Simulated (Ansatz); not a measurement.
`CC[N](C)[InH2]` + `[AsH3]` → `[AsH2][InH2]` + `CCNC` at 600 K and 1 bar (ligand exchange at the In–N bond).

Calculated with Ansatz (gas phase, PBE0-D4/def2-TZVP geometries, no zero-point term in ΔE). CCSD(T)/CBS is the MP2 limit (def2-TZVPP, def2-QZVPP) plus CCSD(T) − MP2 in def2-TZVPP, frozen cores. def2 core potentials past Kr. For As, In outer-core shells are correlated without core-valence functions, which leaves a few kJ/mol of doubt a bond. Scalar relativity is left out up to krypton. One conformer a species, not always the lowest.

```csv
species,CCSD(T)/CBS energy (Eh),H − E (kJ/mol),S (J/(mol·K))
`CC[N](C)[InH2]`,-364.66442,394.5,485.1
`[AsH3]`,-2236.79077,81.6,254.3
`[AsH2][InH2]`,-2427.20683,114.0,377.1
`CCNC`,-174.26710,371.8,385.5
```

H − E and S are ideal-gas, rigid-rotor, harmonic terms from PBE0-D4/def2-TZVP, for one conformer and one mirror image of each species. 1 Eh = 2625.50 kJ/mol, R = 8.31446 J/(mol·K).

By hand: ΔE, ΔH, ΔS and ΔG.

ΔE = (-2427.20683) + (-174.26710) − (-364.66442) − (-2236.79077) = -0.01874 Eh = -49.2 kJ/mol. Δ(H − E) = 114.0 + 371.8 − 394.5 − 81.6 = 9.7, so ΔH = -39.5 kJ/mol. ΔS = 377.1 + 385.5 − 485.1 − 254.3 = 23.2 J/(mol·K). ΔG = -39.5 − 600 × (23.2)/1000 = -53.4 kJ/mol.

By hand: the equilibrium constant, and the temperature at which ΔG would vanish if ΔH and ΔS stayed fixed.

log₁₀ K = −ΔG/(RT ln 10) = 4.6. ΔH and −TΔS have one sign here, so there is no such temperature.

TΔS isn't small against ΔH here. A doubt of 5 kJ/mol in ΔE shifts log₁₀ K by 0.4 here. Other conformers and mirror images would add mixing entropy, several J/(mol·K) or more a flexible species. These are equilibria of isolated gas molecules and say nothing of rates. Largest T1 diagnostic: 0.016 (customary marks: 0.02 for closed shells, 0.045 for open ones).
